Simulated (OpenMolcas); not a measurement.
**B⁺: effect of the active space**

| Property | Result |
| --- | --- |
| Program | OpenMolcas 26.06 |
| Method | XMS-CASPT2 or its RAS form, IPEA 0.25 Eh, imaginary shift 0.1 Eh |
| Basis | ANO-RCC-VTZP |
| Scalar Hamiltonian | DKH2, point nucleus |
| Spin-orbit coupling | state interaction with AMFI integrals over the reference wave functions, term energies averaged over their components |

A. 2 electrons in 4 orbitals (2s 2p); 2S+1 = 3 even, 3 roots; 2S+1 = 1 even, 7 roots; 2S+1 = 3 odd, 3 roots; 2S+1 = 1 odd, 3 roots; closed shells correlated: 1s; CASPT2 step of the order of 2.5 core-seconds
B. 2 electrons in 8 orbitals (2s 2p 3s 3p); 2S+1 = 3 even, 3 roots; 2S+1 = 1 even, 7 roots; 2S+1 = 3 odd, 3 roots; 2S+1 = 1 odd, 3 roots; closed shells correlated: 1s; CASPT2 step of the order of 4 core-seconds
C. 2 electrons in 9 orbitals (RAS2 2s 2p; RAS3 3d, at most 2 electrons); 2S+1 = 3 even, 3 roots; 2S+1 = 1 even, 7 roots; 2S+1 = 3 odd, 3 roots; 2S+1 = 1 odd, 3 roots; closed shells correlated: 1s; CASPT2 step about 6 core-seconds

Energies in cm⁻¹ above 2s² ¹S₀, the measured ground level; measured values from NIST Handbook of Basic Atomic Spectroscopic Data.

```tsv
Level	A	B	C	Measured
2s² ¹S₀	0.0	0.0	0.0	0.0
2s 2p ³P°₀	37650	37340	37430	37336
2s 2p ³P°₁	37660	37350	37440	37342
2s 2p ³P°₂	37680	37370	37450	37358
2s 2p ¹P°₁	75130	74760	74310	73397
2p² ³P₀	99480	99180	99250	98911
2p² ³P₁	99490	99180	99260	98920
2p² ³P₂	99510	99200	99280	98933
2p² ¹D₂	102380	101880	102990	102363
```

Deviations, from unrounded energies. A percentage is the sum of absolute deviations over the sum of measured energies, with the sign that they share, or ± where signs differ.

| Against measurement | Levels | A | B | C |
| --- | --- | --- | --- | --- |
| mean absolute deviation (cm-1) | 8 | 550 | 330 | 360 |
| other configurations (%) | 8 | +0.8 | ±0.5 | +0.5 |

B lies closest to measurement on these levels and A furthest from it. The largest miss of B in the table is 2s 2p ¹P°₁, by +1400 cm-1. The ranking rests on the paired levels alone, and a cruder setting can come out closer through cancelling errors.

Among A to C the level of the table that moves most is 2p² ¹D₂, by 1100 cm-1 (lowest in B, highest in C). Moves below CASPT2's spread within the term are not significant.

Term energies are means over components that CASPT2 splits; among the terms shown or strongly mixed into the levels shown the widest spread is 56 cm-1 (2p² ¹D, A). Over all roots computed the reference weight is 0.93 to 0.99 in A, 0.93 to 1.00 in B; the roots of lowest weight are the least certain, and an intruder state may touch them. Active for correlation alone: 3p 3s; no level in the range computed is led by a configuration that fills them, so any true level of that kind is missing (holds for B). Active for correlation alone: 3d; no level in the range computed is led by a configuration that fills it, so any true level of that kind is missing (holds for C). Measured partners are found by configuration, term and J. A level has none where our copy of the source lacks it or the pairing is in doubt (some pairs that miss far off the trend of their configuration count as doubtful), and it then counts in no deviation. Levels of configurations outside the active space are missing. The table leaves out levels that lie high or whose names do not pair safely across all columns.

° marks odd parity.
